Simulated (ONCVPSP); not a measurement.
**Configuration tests for silicon (Si) (ONCV)**

- Element: silicon (Si)
- Generator: ONCVPSP 4.0.1
- Type: optimised norm-conserving Vanderbilt (ONCV)
- Functional: LDA (Perdew-Wang 92)
- Relativity: scalar-relativistic
- Frozen core: [Ne]
- Valence charge: 4
- Reference configuration: 3s2 3p0.5 (charge +1.5)
- Partial waves: 3s: rc 1.75 bohr, ncon 3, nbas 7, qcut 4.1 1/bohr, 3 projectors, debl 0.6 Ha; 3p: rc 1.45 bohr, ncon 3, nbas 7, qcut 6.6 1/bohr, 2 projectors, debl 1.3 Ha; d scattering state at 0.34 Ha: rc 1.60 bohr, ncon 3, nbas 8, qcut 5.6 1/bohr, 3 projectors, debl 3.5 Ha
- Local potential: polynomial inside 1.45 bohr (lpopt 5, dvloc0 0 Ha)
- Core correction: none

In the s channel the program set the typed energies aside and used -0.873, 0.250, 0.850 Ha.

Energies are relative to the spin-unpolarised reference configuration 3s2 3p0.5; without spin polarisation the order of configurations can differ from experiment.

(1) Give the all-electron excitation energy and the error of the potential for: 3s2 3p2; 3s2 3p1; 3s2 3p0; 3s0 3p4.

Levels in the configuration 3s2 3p1:

```tsv
level	all-electron (eV)	pseudo (eV)
3s	-19.103	-19.117
3p	-11.747	-11.757
```

Results:

(1)

| valence configuration | charge | ΔE all-electron (eV) | error AE − PS (meV) |
| --- | --- | --- | --- |
| 3s2 3p2 | 0 | -14.762 | +13 |
| 3s2 3p1 | +1 | -6.940 | +3.6 |
| 3s2 3p0 | +2 | 9.168 | +4.6 |
| 3s0 3p4 | 0 | -0.981 | +12 |
